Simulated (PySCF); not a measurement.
# Exercise with solution: oscillator strength and radiative lifetime

C4H7BO, SMILES C=C1CB(C)O1.

Coordinates come from a B3LYP-D3(BJ)/def2-SVP optimisation. The structure was generated by enumeration, and PubChem lists no compound with its InChIKey, so it may never have been made.

TDDFT-PBE/def2-SVPD (PySCF) puts the first singlet state with f over 0.02 at 5.24 eV (vertical), with the transition dipole (0.032, 0.685, 0.000) in atomic units.

Question: Find the oscillator strength, the wavelength and the radiative lifetime that this transition would have in vacuum if emission retraced absorption.

Answer: 
|μ|² = 0.4702 au, so |μ| = 1.74 D. ΔE = 5.24/27.211 = 0.1926 hartree. f = (2/3) ΔE |μ|² = 0.060 (the program prints 0.060).
λ = 1239.84/5.24 = 237 nm; ν = 42263 cm⁻¹.
Einstein's coefficient A = 0.6670 ν² f s⁻¹ (ν in cm⁻¹) = 7.2e7 s⁻¹, so τ = 1/A = 14 ns. This state is S1. The figure is the radiative limit of this one transition; relaxation, internal conversion, crossing to triplets and a medium change what is measured.
